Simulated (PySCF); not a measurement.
Positional isomers: benzothiophene boryl+boryl. Isolated molecules, 0 K electronic values unless said otherwise. One relaxed conformer stands for each flexible species; it need not be the lowest. Strings in code marks are SMILES.

The four lowest singlet excitations (Tamm–Dancoff). Calculation: PBE-D3(BJ)/def2-TZVP // PBE0-D4/def2-SVP in PySCF. Excitations are Tamm–Dancoff values on a coarser integration grid. The basis has no diffuse functions, so Rydberg states are missing or too high.

```csv
state,energy (eV),wavelength (nm),oscillator strength
S1,3.00,413,0.046
S2,3.39,366,0.000
S3,3.78,328,0.114
S4,4.23,293,0.324
```

Problem. Say which member gives these states.
A. `Bc1ccc2cc(B)sc2c1`
B. `Bc1ccc2scc(B)c2c1`
C. `Bc1cc2cccc(B)c2s1`
D. `Bc1csc2c(B)cccc12`

Solution. C, `Bc1cc2cccc(B)c2s1`
